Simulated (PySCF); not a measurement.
A structure optimised at ωB97X-D3(BJ)/def2-TZVP, used in a PySCF frequency run:

```xyz
8

C      0.0000    -1.2211    -0.1973
C      0.0000     0.0000     0.4474
C      0.0000     1.2211    -0.1973
H      0.0000    -1.2768    -1.2808
H      0.0000    -2.1525     0.3550
H      0.0000     0.0000     1.5353
H      0.0000     1.2768    -1.2808
H      0.0000     2.1525     0.3550
```
Charge 0, spin multiplicity 2.

Write its SMILES, formula and point group.

[CH2]C=C, C3H5, C2v

What are its rotational constants (standard atomic weights)?

54.495, 10.432, 8.7557 GHz
